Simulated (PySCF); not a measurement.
# Radial density of Ni⁺ (nickel, charge +1)

UHF, [Ar] 3d9, 2D determinant. Computed with PySCF 2.14 in aug-cc-pVDZ-DK (7s6p4d2f, 59 functions), with scalar relativity by spin-free X2C-1e.

| r (bohr) | 4πr²ρ (e/bohr) | 4πr²(ρα − ρβ) |
| --- | --- | --- |
| 0.000960 | 0.2572 | 0.0000 |
| 0.00161 | 0.6443 | 0.0000 |
| 0.00271 | 1.580 | 0.0000 |
| 0.00457 | 3.736 | 0.0000 |
| 0.00768 | 8.319 | 0.0000 |
| 0.0129 | 16.64 | 0.0001 |
| 0.0217 | 27.68 | 0.0002 |
| 0.0365 | 34.04 | 0.0005 |
| 0.0615 | 29.00 | 0.0022 |
| 0.103 | 28.89 | 0.0139 |
| 0.174 | 38.45 | 0.0865 |
| 0.293 | 22.30 | 0.3979 |
| 0.492 | 18.06 | 0.9483 |
| 0.828 | 17.35 | 0.9149 |
| 1.39 | 4.872 | 0.3412 |
| 2.34 | 0.6770 | 0.0403 |
| 3.94 | 0.03277 | -0.0020 |
| 6.63 | 0.0001308 | 0.0000 |

Densities and radii are taken from the X2C orbitals without a picture-change correction, which distorts them close to the nucleus.

Question: Where is the radial spin density 4πr²(ρα − ρβ) most negative, and why is it negative at all?

Answer: Around r = 3.94 bohr, down to -0.0020 e/bohr: exchange with the open shell polarises the paired shells in an unrestricted calculation.
